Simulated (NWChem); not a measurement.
System: CH7FSi2; SMILES F[SiH2]C[SiH3]

Input file for NWChem:

```
start job
memory heap 200 mb stack 900 mb global 1100 mb
geometry units angstroms noautoz
  Si    -0.341046    -1.806011    -0.040908
  C      0.849365    -0.429676     0.465892
  Si     0.453177     1.254621    -0.226544
  F     -1.154493     1.502073    -0.107870
  H     -0.526762    -1.801748    -1.524355
  H      0.210355    -3.135632     0.363414
  H     -1.668397    -1.619823     0.613786
  H      0.879286    -0.381632     1.567840
  H      1.865568    -0.702700     0.129362
  H      0.812101     1.329829    -1.671035
  H      1.128916     2.345284     0.532317
end
basis spherical
  * library def2-svp
end
dft
  xc xpbe96 cpbe96
  iterations 150
  mulliken
end
task dft energy
```

Structure relaxed at the PBE0/def2-SVP level.

Problem. Predict the main results of this run. (PBE/def2-SVP.) Quantities: energy (Ha); highest occupied level (eV); orbital gap (eV); dipole (D).

Solution. The energy (Ha) is -720.44. The highest occupied level (eV) is -7.54. The orbital gap (eV) comes out as 7.27 and the dipole (D) is 1.84.
